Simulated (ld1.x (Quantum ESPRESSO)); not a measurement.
## PBE TM semilocal dataset for platinum, scalar-relativistic all-electron reference.

Input for ld1.x (Quantum ESPRESSO) 7.5:

```
&input
   title='Pt', zed=78., rel=1, dft='PBE', iswitch=3,
   config='[Xe] 4f13.5 5d9.5 6s1 6p0',
   nld=4, rlderiv=3.70, eminld=-8.0, emaxld=5.0, deld=0.04
 /
 &inputp
   pseudotype=1, tm=.true., lloc=0,
   nlcc=.false.,
   file_pseudopw='Pt.pp', file_wfcaegen='ae.wfc', file_wfcncgen='nc.wfc'
 /
4
6P  2  1   0.00   0.00  3.40  3.40  0.0
5D  3  2   9.50   0.00  2.25  2.25  0.0
4F  4  3  13.50   0.00  0.95  0.95  0.0
6S  1  0   1.00   0.00  1.70  1.70  0.0
 &test
   configts(1)='4f13.5 5d9.5 6s1 6p0'
 /
```

Command:

```bash
ld1.x < Pt.in > Pt.out
```

The program printed (shortened: banner, matrices, multipoles, cross overlaps and the repeated all-electron block are left out):

```
Program LD1 v.7.5
     --------------------------- All-electron run ----------------------------

     Pt
     scalar relativistic calculation

     atomic number is 78.00
     dft =PBE   lsd =0 sic =0 latt =0  beta=0.20 tr2=1.0E-14
     Exchange-correlation= PBE
                           (   1   4   3   4   0   0   0)
     mesh =1277 r(mesh) =  98.81913 a.u. xmin = -7.00 dx = 0.01250
     1 Ry =  13.60569312 eV, c = 137.03599908

     n l     nl                  e(Ry)          e(Ha)          e(eV)
     1 0     1S 1( 2.00)     -5765.5967     -2882.7983    -78444.9393
     2 0     2S 1( 2.00)     -1013.2284      -506.6142    -13785.6748
     2 1     2P 1( 6.00)      -878.0296      -439.0148    -11946.2008
     3 0     3S 1( 2.00)      -238.4182      -119.2091     -3243.8449
     3 1     3P 1( 6.00)      -199.0547       -99.5274     -2708.2777
     4 0     4S 1( 2.00)       -51.5720       -25.7860      -701.6729
     4 1     4P 1( 6.00)       -38.6472       -19.3236      -525.8223
     3 2     3D 1(10.00)      -156.4069       -78.2034     -2128.0242
     5 0     5S 1( 2.00)        -7.6229        -3.8115      -103.7155
     5 1     5P 1( 6.00)        -4.2146        -2.1073       -57.3425
     4 2     4D 1(10.00)       -22.9654       -11.4827      -312.4605
     4 3     4F 1(13.50)        -5.5422        -2.7711       -75.4049
     5 2     5D 1( 9.50)        -0.4820        -0.2410        -6.5574
     6 0     6S 1( 1.00)        -0.4141        -0.2071        -5.6347
     6 1     6P 1( 0.00)        -0.0590        -0.0295        -0.8032

     final scf error:  2.0E-15 reached in  39 iterations

     Etot =  -36824.599020 Ry,  -18412.299510 Ha, -501024.193645 eV

     Ekin =   41081.491502 Ry,   20540.745751 Ha,  558942.166416 eV
     Encl =  -91495.369952 Ry,  -45747.684976 Ha,-1244857.925740 eV
     Eh   =   14296.956086 Ry,    7148.478043 Ha,  194519.997101 eV
     Exc  =    -707.676657 Ry,    -353.838328 Ha,   -9628.431423 eV

     normalization and overlap integrals

     s(1S/1S) =  1.000000  <r> =   0.0171  <r2> =    0.0004  r(max) =   0.0106
     s(2S/2S) =  1.000000  <r> =   0.0723  <r2> =    0.0062  r(max) =   0.0612
     s(2P/2P) =  1.000000  <r> =   0.0652  <r2> =    0.0052  r(max) =   0.0507
     s(3S/3S) =  1.000000  <r> =   0.1871  <r2> =    0.0400  r(max) =   0.1726
     s(3P/3P) =  1.000000  <r> =   0.1882  <r2> =    0.0411  r(max) =   0.1726
     s(4S/4S) =  1.000000  <r> =   0.4146  <r2> =    0.1939  r(max) =   0.3890
     s(4P/4P) =  1.000000  <r> =   0.4412  <r2> =    0.2212  r(max) =   0.4089
     s(3D/3D) =  1.000000  <r> =   0.1705  <r2> =    0.0340  r(max) =   0.1396
     s(5S/5S) =  1.000000  <r> =   0.9466  <r2> =    1.0057  r(max) =   0.8657
     s(5P/5P) =  1.000000  <r> =   1.0954  <r2> =    1.3587  r(max) =   0.9688
     s(4D/4D) =  1.000000  <r> =   0.4669  <r2> =    0.2519  r(max) =   0.4193
     s(4F/4F) =  1.000000  <r> =   0.5108  <r2> =    0.3170  r(max) =   0.3842
     s(5D/5D) =  1.000000  <r> =   1.6618  <r2> =    3.3565  r(max) =   1.2439
     s(6S/6S) =  1.000000  <r> =   2.9207  <r2> =    9.8604  r(max) =   2.3532
     s(6P/6P) =  1.000000  <r> =   5.0852  <r2> =   31.4291  r(max) =   3.6906

     ------------------------ End of All-electron run ------------------------

     --------------------- Generating NC pseudopotential ---------------------

      Generating local pot.: lloc=0, matching radius rcloc =   1.7000

      Wfc   6P  rcut= 3.381  Using Troullier-Martins method

      Wfc   5D  rcut= 2.267  Using Troullier-Martins method

      Wfc   4F  rcut= 0.945  Using Troullier-Martins method

     ------------------- End of pseudopotential generation -------------------

     Computing logarithmic derivative in   3.71382
     Computing logarithmic derivative in   3.71382
     Computing the partial wave expansion
       no projector for channel:   0
     R is outside the sphere for l=    1 j= 0.00
     R is outside the sphere for l=    2 j= 0.00
     R is outside the sphere for l=    3 j= 0.00

     ---------------------- Testing the pseudopotential ----------------------

     Pt
     scalar relativistic calculation

     atomic number is 78.00   valence charge is 24.00
     dft =PBE   lsd =0 sic =0 latt =0  beta=0.20 tr2=1.0E-14
     mesh =1277 r(mesh) =  98.81913 xmin = -7.00 dx = 0.01250

     n l     nl             e AE (Ry)        e PS (Ry)    De AE-PS (Ry)
     4 3     4F   1(13.50)       -5.54216       -5.54220        0.00004
     3 2     5D   1( 9.50)       -0.48196       -0.48196        0.00000
     1 0     6S   1( 1.00)       -0.41414       -0.41414       -0.00001
     2 1     6P   1( 0.00)       -0.05903       -0.05904        0.00001

     eps = 4.9E-15  iter = 27

     Etot =  -36824.599020 Ry,  -18412.299510 Ha, -501024.193645 eV
     Etotps =  -615.213646 Ry,    -307.606823 Ha,   -8370.408071 eV

     Ekin =     981.353909 Ry,     490.676955 Ha,   13352.000134 eV
     Encl =   -1094.237246 Ry,    -547.118623 Ha,  -14887.856171 eV
     Ehrt =     551.382862 Ry,     275.691431 Ha,    7501.946015 eV
     Ecxc =     -53.082063 Ry,     -26.541032 Ha,    -722.218266 eV
     Epseu=   -1000.631108 Ry,    -500.315554 Ha,  -13614.279783 eV

     ---------------------- End of pseudopotential test ----------------------
```

Generation and configuration tests took about 5.5 s on one core of a shared server CPU.
